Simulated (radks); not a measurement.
Results of a calculation; reference values are marked as such.
Q: Ionisation of Tc+, [Kr] 4d5 5s1, to Tc2+, [Kr] 4d5, under several functionals. Scalar-relativistic Kohn-Sham, spin-polarised, spherical densities, point nucleus; open shells are filled with parallel spins first (spin-orbit coupling, left out, can overturn this in heavy ions); a radial shooting solver on a logarithmic mesh with Libxc functionals. Known Delta-SCF values: AM05 15.625 eV; exchange-only PBE 15.305 eV; XLYP 15.461 eV. What does RPBE give, and what is its highest occupied eigenvalue?

A: 15.480 eV by Delta-SCF; the 5s eigenvalue is -12.063 eV. NIST: 15.260 eV (semi-empirical).
